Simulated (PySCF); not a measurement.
**Low-lying terms of Sc(3+) (scandium, charge +3)**

Ground state [Ar], ¹S. Computed with PySCF 2.14 in def2-TZVPPD with one added diffuse shell each of s, p, d, f type (7s7p5d3f1g, 83 functions), with the non-relativistic Hamiltonian (point nucleus). Vertical excitation energies in eV without spin-orbit coupling; excited terms of each kind are numbered among those the solver found. Frozen: [Ne].

```csv
term,leading excitation,EOM-EE-CCSD
1 3P°,3p → d,29.925
1 3F°,3p → d,31.471
1 1D°,3p → d,33.580
1 3D°,3p → d,33.674
1 1F°,3p → d,33.885
1 1P°,3p → s,42.009
1 3S,3p → p,45.697
1 3D,3p → p,46.653
1 1D,3p → p,46.969
1 1P,3p → p,47.193
1 3P,3p → p,47.239
1 1S,3p → p,48.934
2 3S,3p → p,58.521
2 1D,3p → p,59.005
```

The solver can miss terms.
